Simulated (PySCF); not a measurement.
Isomers of [C6H13P2]+.

All values: PBE0/pcSseg-1 (PySCF) at GFN2-xTB geometries, gas phase, one conformer each.

Task: Rank by the highest Hirshfeld charge on any atom, lowest value first.
A. `[CH2:1]=[CH:2][P@H+:3](/[CH:4]=[CH:5]\[CH3:6])[CH2:7][PH2:8]` (charge +1) with C1–C2–P3–C4 136°, C2–P3–C4–C5 -69°, C2–P3–C7–P8 164°, P3–C7–P8–H 74° and 167°
B. `[CH3:1][C:2]#[C:3][P@H+:4]([CH3:5])[CH2:6][CH2:7][PH2:8]` (charge +1) with C3–P4–C6–C7 -45°, P4–C6–C7–P8 -41°, C6–C7–P8–H -176° and -82°
C. `[CH3:1][C:2]1=[CH:3][CH2:4][P@+:5]([CH3:6])([PH2:7])[CH2:8]1` (charge +1) with C4–P5–P7–H -42° and 51°, C2–C3–C4–P5 -7°, C3–C4–P5–C6 -103°, C4–P5–C8–C2 -9°, C1–C2–C8–P5 -174°
D. `[CH:1]#[C:2][P+:3]([CH3:4])([CH3:5])[CH2:6][CH2:7][PH2:8]` (charge +1) with C2–P3–C6–C7 -39°, P3–C6–C7–P8 -57°, C6–C7–P8–H -168° and 99°
E. `[CH:1]#[C:2][CH2:3][P+:4]([CH3:5])([CH3:6])[CH2:7][PH2:8]` (charge +1) with C2–C3–P4–C5 -64°, C3–P4–C7–P8 55°, P4–C7–P8–H 173° and -94°

Result: C (+0.417 e), A (+0.446 e), B (+0.461 e), E (+0.480 e), D (+0.500 e).

All values together:

```json
{"SMILES": "C=C[P@H+](/C=C\\C)CP", "HOMO (eV)": "-11.46", "LUMO (eV)": "-5.35", "lowest IAO charge (e)": "-0.650 (C)", "highest IAO charge (e)": "+1.054 (P)", "lowest Hirshfeld charge (e)": "-0.131 (C)", "highest Hirshfeld charge (e)": "+0.446 (P)"}
{"SMILES": "CC#C[P@H+](C)CCP", "HOMO (eV)": "-11.09", "LUMO (eV)": "-4.80", "lowest IAO charge (e)": "-0.640 (C)", "highest IAO charge (e)": "+1.110 (P)", "lowest Hirshfeld charge (e)": "-0.131 (C)", "highest Hirshfeld charge (e)": "+0.461 (P)"}
{"SMILES": "C#C[P+](C)(C)CCP", "HOMO (eV)": "-10.99", "LUMO (eV)": "-5.02", "lowest IAO charge (e)": "-0.635 (C)", "highest IAO charge (e)": "+1.244 (P)", "lowest Hirshfeld charge (e)": "-0.123 (C)", "highest Hirshfeld charge (e)": "+0.500 (P)"}
{"SMILES": "CC1=CC[P@+](C)(P)C1", "HOMO (eV)": "-11.25", "LUMO (eV)": "-4.88", "lowest IAO charge (e)": "-0.628 (C)", "highest IAO charge (e)": "+0.957 (P)", "lowest Hirshfeld charge (e)": "-0.125 (C)", "highest Hirshfeld charge (e)": "+0.417 (P)"}
{"SMILES": "C#CC[P+](C)(C)CP", "HOMO (eV)": "-11.58", "LUMO (eV)": "-3.80", "lowest IAO charge (e)": "-0.647 (C)", "highest IAO charge (e)": "+1.228 (P)", "lowest Hirshfeld charge (e)": "-0.135 (C)", "highest Hirshfeld charge (e)": "+0.480 (P)"}
```

Conformers: `[CH2:1]=[CH:2][P@H+:3](/[CH:4]=[CH:5]\[CH3:6])[CH2:7][PH2:8]` (charge +1) with C1–C2–P3–C4 136°, C2–P3–C4–C5 -69°, C2–P3–C7–P8 164°, P3–C7–P8–H 74° and 167°; `[CH3:1][C:2]#[C:3][P@H+:4]([CH3:5])[CH2:6][CH2:7][PH2:8]` (charge +1) with C3–P4–C6–C7 -45°, P4–C6–C7–P8 -41°, C6–C7–P8–H -176° and -82°; `[CH:1]#[C:2][P+:3]([CH3:4])([CH3:5])[CH2:6][CH2:7][PH2:8]` (charge +1) with C2–P3–C6–C7 -39°, P3–C6–C7–P8 -57°, C6–C7–P8–H -168° and 99°; `[CH3:1][C:2]1=[CH:3][CH2:4][P@+:5]([CH3:6])([PH2:7])[CH2:8]1` (charge +1) with C4–P5–P7–H -42° and 51°, C2–C3–C4–P5 -7°, C3–C4–P5–C6 -103°, C4–P5–C8–C2 -9°, C1–C2–C8–P5 -174°; `[CH:1]#[C:2][CH2:3][P+:4]([CH3:5])([CH3:6])[CH2:7][PH2:8]` (charge +1) with C2–C3–P4–C5 -64°, C3–P4–C7–P8 55°, P4–C7–P8–H 173° and -94°.
